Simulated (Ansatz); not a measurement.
Ansatz (an electronic-structure program) was given this input:
Ansatz 0.2 input:
```yaml
crystal:
  periodic: [false, false, false]
  atoms:
    - {symbol: Cl, position_ang: [-0.00000000, -0.00000000, -1.77742018]}
    - {symbol: Br, position_ang: [0.00000000, 0.00000000, 0.86331837]}
basis:
  gaussian:
    orbitals: def2-SVP
hamiltonian:
  xc: b3lyp
magnetization: {spin_polarized: true, initial_magnetization: 2}
```

Task: Give the total energy at the level B3LYP/def2-SVP (Ansatz).

Result: -3033.8592 Eh

Task: What number of basis functions does B3LYP/def2-SVP give?

Result: 50

Task: What is the computed <S^2> (B3LYP/def2-SVP)?

Result: 2.003
